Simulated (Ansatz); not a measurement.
**Molecular dynamics of ClGaH$_{2}$**

Input file:

```yaml
crystal:
  periodic: [false, false, false]
  atoms:
    - { symbol: Ga, position_ang: [-0.043089, 0.0, 0.024874] }
    - { symbol: H, position_ang: [0.103871, 0.0, 1.586886] }
    - { symbol: Cl, position_ang: [1.841776, 0.0, -1.063367] }
    - { symbol: H, position_ang: [-1.322358, 0.0, -0.883393] }
basis:
  gaussian: { orbitals: def2-mTZVP }
hamiltonian:
  xc: pbe
  dispersion: d4
md:
  timestep: 0.5
  n_steps: 250
  ensemble: nvt_langevin
  temperature: 300.0
  initial_velocities: maxwell_boltzmann
  seed: 438233
  friction: 0.02
```

Run as:

```bash
$ ansatz run input.yaml --threads 1 --pin off --max-ram 2048MiB --backend cpu --events-out ev --progress --plain --runs-dir out
```

It starts from a relaxed structure.

Output, in part (one step line in 9, the closing report, with atoms numbered from 0):

```
md step     0: t =     0.00 fs  T =   225.0 K  F+E_penalty+E_count = -64921.31767791 eV  E_kin = 0.116334 eV  (24 SCF iters)
md step     9: t =     4.50 fs  T =   220.1 K  F+E_penalty+E_count = -64921.27565388 eV  E_kin = 0.113781 eV  (21 SCF iters)
md step    18: t =     9.00 fs  T =   207.0 K  F+E_penalty+E_count = -64921.25520148 eV  E_kin = 0.107042 eV  (22 SCF iters)
md step    27: t =    13.50 fs  T =   198.2 K  F+E_penalty+E_count = -64921.26354725 eV  E_kin = 0.102472 eV  (21 SCF iters)
md step    36: t =    18.00 fs  T =   189.1 K  F+E_penalty+E_count = -64921.26808082 eV  E_kin = 0.097759 eV  (21 SCF iters)
md step    45: t =    22.50 fs  T =   244.4 K  F+E_penalty+E_count = -64921.28264042 eV  E_kin = 0.126383 eV  (21 SCF iters)
md step    54: t =    27.00 fs  T =   169.6 K  F+E_penalty+E_count = -64921.28958442 eV  E_kin = 0.087682 eV  (27 SCF iters)
md step    63: t =    31.50 fs  T =   151.3 K  F+E_penalty+E_count = -64921.26620864 eV  E_kin = 0.078234 eV  (19 SCF iters)
md step    72: t =    36.00 fs  T =   147.7 K  F+E_penalty+E_count = -64921.25817187 eV  E_kin = 0.076381 eV  (22 SCF iters)
md step    81: t =    40.50 fs  T =   292.8 K  F+E_penalty+E_count = -64921.28114667 eV  E_kin = 0.151402 eV  (18 SCF iters)
md step    90: t =    45.00 fs  T =   326.5 K  F+E_penalty+E_count = -64921.28752051 eV  E_kin = 0.168807 eV  (21 SCF iters)
md step    99: t =    49.50 fs  T =   396.8 K  F+E_penalty+E_count = -64921.27738890 eV  E_kin = 0.205171 eV  (25 SCF iters)
md step   108: t =    54.00 fs  T =   309.2 K  F+E_penalty+E_count = -64921.22578347 eV  E_kin = 0.159883 eV  (21 SCF iters)
md step   117: t =    58.50 fs  T =   170.3 K  F+E_penalty+E_count = -64921.22291980 eV  E_kin = 0.088067 eV  (21 SCF iters)
md step   126: t =    63.00 fs  T =   308.1 K  F+E_penalty+E_count = -64921.25631199 eV  E_kin = 0.159320 eV  (25 SCF iters)
md step   135: t =    67.50 fs  T =   369.6 K  F+E_penalty+E_count = -64921.28254271 eV  E_kin = 0.191121 eV  (21 SCF iters)
md step   144: t =    72.00 fs  T =   349.5 K  F+E_penalty+E_count = -64921.27591394 eV  E_kin = 0.180730 eV  (25 SCF iters)
md step   153: t =    76.50 fs  T =   258.3 K  F+E_penalty+E_count = -64921.25671349 eV  E_kin = 0.133542 eV  (24 SCF iters)
md step   162: t =    81.00 fs  T =   387.6 K  F+E_penalty+E_count = -64921.20793320 eV  E_kin = 0.200429 eV  (27 SCF iters)
md step   171: t =    85.50 fs  T =   422.2 K  F+E_penalty+E_count = -64921.22545753 eV  E_kin = 0.218310 eV  (27 SCF iters)
md step   180: t =    90.00 fs  T =   395.2 K  F+E_penalty+E_count = -64921.20398985 eV  E_kin = 0.204345 eV  (24 SCF iters)
md step   189: t =    94.50 fs  T =   378.6 K  F+E_penalty+E_count = -64921.22429464 eV  E_kin = 0.195769 eV  (24 SCF iters)
md step   198: t =    99.00 fs  T =   281.5 K  F+E_penalty+E_count = -64921.25329034 eV  E_kin = 0.145527 eV  (25 SCF iters)
md step   207: t =   103.50 fs  T =   337.8 K  F+E_penalty+E_count = -64921.27068282 eV  E_kin = 0.174664 eV  (25 SCF iters)
md step   216: t =   108.00 fs  T =   221.1 K  F+E_penalty+E_count = -64921.24218652 eV  E_kin = 0.114302 eV  (25 SCF iters)
md step   225: t =   112.50 fs  T =   230.1 K  F+E_penalty+E_count = -64921.25725167 eV  E_kin = 0.118984 eV  (25 SCF iters)
md step   234: t =   117.00 fs  T =   155.2 K  F+E_penalty+E_count = -64921.24662934 eV  E_kin = 0.080255 eV  (25 SCF iters)
md step   243: t =   121.50 fs  T =   371.4 K  F+E_penalty+E_count = -64921.27730725 eV  E_kin = 0.192009 eV  (27 SCF iters)
md step   250: t =   125.00 fs  T =   322.1 K  F+E_penalty+E_count = -64921.22791589 eV  E_kin = 0.166558 eV  (24 SCF iters)
Total energy: -64921.22795006 eV, -2385.8111219760 hartree
Atom 0 at     0.074593     0.235426    -0.041997 Å, force     0.686710    -0.276391     1.346349 eV/Å
Atom 1 at     0.126909    -0.044137     1.592579 Å, force    -0.296377     0.195015    -1.028937 eV/Å
Atom 2 at     2.077485    -0.235206    -0.794937 Å, force    -0.168591     0.035725    -0.135005 eV/Å
Atom 3 at    -0.956321     0.810455    -1.040122 Å, force    -0.221742     0.045652    -0.182407 eV/Å
Dipole moment:    -0.460798     0.101531     0.096031 e Å
```

All steps were run. A run of 0.12 ps of so small a system gives no equilibrium averages.

The same pairs are bonded in the first frame and the last. Pairs count as bonded within 1.25 times the sum of covalent radii (0.12 Å more for H–H).

Last frame:

```xyz
4
Properties=species:S:1:pos:R:3
Ga 0.075 0.235 -0.042
H 0.127 -0.044 1.593
Cl 2.078 -0.235 -0.795
H -0.956 0.810 -1.040
```

Run time: 4.4 min on 1 thread of Arm Neoverse V2 (shared host), peak memory 0.1 GiB.
